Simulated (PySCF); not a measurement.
This PySCF input asks for the NMR shieldings of SMILES [SiH3]C[SiH2][SiH2]O[SiH3], CH12OSi4; the geometry comes from GFN2-xTB.

```python
import basis_set_exchange as bse
import numpy as np
from pyscf import gto, dft
from pyscf.prop import nmr

atoms = """
Si   -2.633298    1.018640    0.326221
C    -2.228725   -0.789505   -0.086011
Si   -0.385694   -1.269700    0.011945
Si    0.814619   -0.308123   -1.701794
O     2.249965    0.185474   -1.117228
Si    3.419924    0.686002   -0.124870
H    -4.076147    1.250704    0.190218
H    -2.236960    1.316196    1.704810
H    -1.923706    1.913197   -0.592007
H    -2.592994   -1.011174   -1.090421
H    -2.794466   -1.436000    0.584858
H     0.082678   -0.923678    1.367807
H    -0.323084   -2.746854   -0.033085
H     1.198553   -1.217586   -2.790229
H     0.233159    0.892301   -2.318988
H     3.492751   -0.264218    0.985257
H     4.635705    0.686724   -0.934229
H     3.058961    2.023916    0.341330
"""
names = dict.fromkeys(["Si", "C", "O", "H"], "pcSseg-1")
basis = {el: gto.basis.parse(bse.get_basis(n, elements=[el], fmt="nwchem")) for el, n in names.items()}
mol = gto.M(atom=atoms, basis=basis, charge=0, verbose=0)
mf = dft.RKS(mol, xc="PBE0")
mf.grids.level = 2
mf.grids.alignment = dft.numint.BLKSIZE   # the property module wants whole blocks of grid points
mf.conv_tol = 1e-9
mf.kernel()

calc = nmr.RKS(mf)   # GIAO
C = mf.mo_coeff
Co = C[:, mf.mo_occ > 0]
resp = mf.gen_response(singlet=True, hermi=2)
def vind(x):   # induced exchange potential for any number of trial vectors
    d = np.einsum("pi,xij,qj->xpq", C, 2 * x.reshape(-1, C.shape[1], Co.shape[1]), Co, optimize=True)
    return np.einsum("xpq,pi,qj->xij", resp(d - d.transpose(0, 2, 1)), C, Co, optimize=True).ravel()
mo1, _ = nmr.rhf.solve_mo1(calc, with_cphf=vind)
sigma = calc.kernel(mo1)
for i, s in enumerate(sigma):   # ppm
    w = np.linalg.eigvalsh((s + s.T) / 2)
    print("%2d %-2s iso %8.1f  s11 %8.1f  s22 %8.1f  s33 %8.1f" % (i, mol.atom_pure_symbol(i), w.mean(), *w))
```

Task: What does it print?

Result: 
```
 0 Si iso    422.5  s11    391.5  s22    406.3  s33    469.7
 1 C  iso    203.9  s11    194.1  s22    204.4  s33    213.3
 2 Si iso    429.7  s11    397.6  s22    416.8  s33    474.8
 3 Si iso    377.5  s11    317.7  s22    353.5  s33    461.2
 4 O  iso    348.7  s11    237.0  s22    402.5  s33    406.4
 5 Si iso    393.3  s11    355.4  s22    360.9  s33    463.5
 6 H  iso     27.6  s11     23.9  s22     25.2  s33     33.6
 7 H  iso     27.8  s11     24.5  s22     26.0  s33     32.8
 8 H  iso     27.6  s11     23.8  s22     27.0  s33     32.1
 9 H  iso     32.3  s11     27.1  s22     29.5  s33     40.2
10 H  iso     31.7  s11     25.7  s22     29.0  s33     40.5
11 H  iso     27.6  s11     24.4  s22     26.3  s33     32.1
12 H  iso     27.4  s11     23.5  s22     25.8  s33     33.0
13 H  iso     26.0  s11     22.2  s22     25.4  s33     30.5
14 H  iso     26.0  s11     22.7  s22     25.7  s33     29.7
15 H  iso     26.7  s11     23.1  s22     25.7  s33     31.2
16 H  iso     26.7  s11     23.1  s22     24.8  s33     32.1
17 H  iso     26.7  s11     23.2  s22     25.3  s33     31.4
```

These numbers come from an equivalent density-fitted implementation of the same equations, which agrees with the script to about 0.01 ppm for H and up to a few tenths of a ppm for heavy atoms, so last digits may differ.

Task: Turn these shieldings into chemical shifts. Scale: ²⁹Si (σ = 349.16 ppm), ¹³C (σ = 186.93 ppm), ¹H (σ = 31.72 ppm) against TMS; ¹⁷O (σ = 336.08 ppm) vs H2O (reference shieldings calculated alike).

Result: Averaging equivalent atoms: Si 3: -28.3; Si 5: -44.1; Si 0: -73.3; Si 2: -80.6; C 1: -17.0; O 4: -12.6; H 13/14: 5.69; H 15/16/17: 5.05; H 11/12: 4.23; H 6/7/8: 4.06; H 9/10: -0.30 ppm. Experimental scales use liquid or dissolved standards, which lie at an offset from isolated H2O (liquid H2O: subtract about 36 ppm).

Size and cost of the density-fitted run: 190 basis functions, 42 s wall time on 1 thread of an Intel Xeon Platinum 8259CL, shared host; peak memory 0.9 GiB.
